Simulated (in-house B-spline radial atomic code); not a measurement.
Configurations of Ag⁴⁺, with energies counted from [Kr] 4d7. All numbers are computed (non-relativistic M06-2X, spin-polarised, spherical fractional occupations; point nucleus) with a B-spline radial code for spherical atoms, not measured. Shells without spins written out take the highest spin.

Caution: exact exchange at fractional occupations of open shells leaves self-interaction of up to several eV.

Occupations are held fixed; configurations that lie above the ionisation limit could autoionise.

```csv
configuration,E - E(ref) (eV),highest orbital,its <r> (bohr)
"[Kr] 4d(3 up, 4 down)",5.7357,4d up,1.203
[Kr] 4d6 5p1,26.333,5p up,2.471
[Ar] 3d10 4s2 4p5 4d7 5p1,85.631,5p up,2.46
[Ar] 3d10 4s2 4p5 4d7 5f1,108.41,5f up,4.987
"[Ar] 3d(4 up, 5 down) 4s2 4p6 4d(2 up, 5 down) 5s(1 up, 0 down)",410.02,5s up,2.21
[Ar] 3d9 4s2 4p6 4d7 5f1,442.28,5f up,4.99
```

(1) Order these further configurations by energy, lowest first.
A. [Ar] 3d10 4s2 4p5 4d7 4f1
B. [Ar] 3d9 4s2 4p6 4d7 5s1
C. [Ar] 3d(4 up, 5 down) 4s2 4p6 4d(3 up, 5 down)
D. [Ar] 3d9 4s2 4p6 4d7 5d1
E. [Ar] 3d(4 up, 5 down) 4s2 4p6 4d(3 up, 4 down) 4f(1 up, 0 down)

(2) How far above the reference does [Ar] 3d10 4s2 4p(3 up, 2 down) 4d(3 up, 4 down) 5s(0 up, 1 down) lie?

Results:

(1) A (101.51 eV), C (388.34 eV), B (409.45 eV), D (431.45 eV), E (442.38 eV).

(2) 85.289 eV; its least bound orbital is 5s down with <r> = 2.202 bohr.
